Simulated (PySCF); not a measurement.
## Correlation energy of Kr⁺ (krypton, charge +1)

[Ar] 3d10 4s1 4p6, 2S determinant (an excited configuration). Computed with PySCF 2.14 in aug-cc-pVTZ-PP with ECP10MDF (6s5p4d2f, 55 functions), with scalar relativity through the core potential. Frozen: 3s2 3p6 3d10; 7 electrons correlated.

| level | correlation energy (mhartree) |
| --- | --- |
| CCSD | -303.58 |
| (T) | -35.26 |
| CCSD(T) | -338.84 |

Diagnostics: T1 = 0.014, D1 = 0.0289, largest double amplitude 0.217.

Is a single reference adequate?

Not fully. A double-excitation amplitude exceeds 0.15, a sign of near-degeneracy.
